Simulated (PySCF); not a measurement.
## I¹²⁺ (iodine, charge +12) across methods

[Kr] 4d5, high-spin 6S determinant. All numbers are calculated (PySCF 2.14, the spin-free X2C one-electron Hamiltonian (Gaussian nucleus), in an uncontracted even-tempered set (21 s from 0.39 bohr⁻², ratio 2.5; 15 p from 0.51 bohr⁻², ratio 2.5; 10 d from 0.51 bohr⁻², ratio 2.5; 4 f from 3.1 bohr⁻², ratio 2.7; 4 g from 4.6 bohr⁻², ratio 2.7)).

| method | E (hartree) | mean ε 4p α (eV) | mean ε 4p β (eV) | mean ε 4d α (eV) | Σ⟨r²⟩ (bohr²) | ⟨S²⟩ |
| --- | --- | --- | --- | --- | --- | --- |
| r2SCAN | -7067.50 | -354.43 | -344.85 | -269.16 | 10.66 | 8.750 |
| UHF | -7065.14714 | -376.91 | -357.44 | -282.22 | 10.68 | 8.750 |
| LDA | -7060.81 | -350.51 | -343.95 | -267.81 | 10.68 | 8.750 |
| PBE0 | -7067.12 | -357.78 | -347.66 | -271.84 | 10.67 | 8.750 |
| PBE | -7067.03 | -350.90 | -343.68 | -267.90 | 10.67 | 8.750 |
